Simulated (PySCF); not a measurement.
Frontier orbitals and the lowest excitations

Compound: C8H7P.
Structure used (GFN2-xTB), in Å, numbered top down from 1:
```xyz
16
C8H7P angstrom
C      2.6098    1.5644    0.6104
C      1.5146    1.1848    0.2972
C      0.2113    0.7728   -0.0837
C     -0.6410    1.7463   -0.5878
P     -2.2688    1.4938   -1.1161
C     -2.4060   -0.2077   -0.8152
C     -1.4136   -1.0135   -0.2966
C     -0.1479   -0.5754    0.0644
C      0.8558   -1.5391    0.6194
H      3.5686    1.8892    0.8859
H     -0.2554    2.7569   -0.6574
H     -3.3572   -0.6641   -1.0594
H     -1.6363   -2.0652   -0.1595
H      1.1706   -1.2280    1.6156
H      1.7465   -1.5636   -0.0085
H      0.4414   -2.5426    0.6797
```

Level of theory: PySCF, TDDFT B3LYP/def2-SVPD, vertical, gas phase, core orbitals frozen in the response.

Frontier orbitals with the atoms that hold most of them (Löwdin shares over 4%, at most four atoms; ? is withheld):

```json
{"orbital": "HOMO-3", "ε (eV)": "-8.20", "atoms": "C2 33%, C1 33%, P5 15%, C3 4%"}
{"orbital": "HOMO-2", "ε (eV)": "-7.47", "atoms": "P5 51%, C4 10%, C1 10%, C6 9%"}
{"orbital": "HOMO-1", "ε (eV)": "-7.20", "atoms": "?"}
{"orbital": "HOMO", "ε (eV)": "-6.69", "atoms": "P5 21%, C8 16%, C6 16%, C3 10%"}
{"orbital": "LUMO", "ε (eV)": "-1.75", "atoms": "?"}
{"orbital": "LUMO+1", "ε (eV)": "-1.42", "atoms": "C4 26%, P5 20%, C7 13%, C3 10%"}
{"orbital": "LUMO+2", "ε (eV)": "0.42", "atoms": "C9 17%, C1 11%, C7 10%, H13 8%"}
```

Problem. Give the leading atoms of the LUMO.

Solution. P5 (bonded to 2 C) 22%; C6 (bonded to C, P and H) 20%; C8 (bonded to 3 C) 15%; C3 (bonded to 3 C) 10%. By element: carbon 45% or more, phosphorus 22%.

Problem. Which atoms hold the HOMO-1, and with what shares?

Solution. C4 (bonded to C, P and H) 27%; C7 (bonded to 2 C and H) 13%; C1 (bonded to C and H) 13%; C2 (bonded to 2 C) 11%.

Problem. The HOMO–LUMO gap is 4.94 eV. Where does the response calculation put the lowest singlet, and from which orbitals?

Solution. S1 is at 4.34 eV (f = 0.013), 0.60 eV below the gap, made of HOMO→LUMO+1 (54%), HOMO-1→LUMO (38%). Its leading pair isn't HOMO and LUMO; the energies of that pair differ by 5.27 eV. Without the coupling terms of the response equations the lowest excitation would equal the gap.

Problem. Give energy, strength and leading configuration of S2, S3, S4 and S7, and follow the Löwdin shares of the leading atoms from the occupied to the empty orbital.

Solution. 
- S2 (4.71 eV, f 0.0025), HOMO-2→LUMO (89%): P5 51% → 22%, C4 10% → at most 10%, C6 9% → 20%
- S3 (4.73 eV, f 0.125), HOMO→LUMO (82%): P5 21% → 22%, C8 16% → 15%, C6 16% → 20%
- S4 (5.03 eV, f 0.011), HOMO-2→LUMO+1 (89%): P5 51% → 20%, C4 10% → 26%
- S7 (5.51 eV, f 0.081), HOMO-1→LUMO+1 (87%): C4 27% → 26%, C7 13% → 13%, P5 at most 11% → 20%

Hardware: one thread, Arm Neoverse N1 (aarch64), shared host. Cost: 99 s of wall time (with the writing of density and orbital grids), 0.96 GiB resident at most.
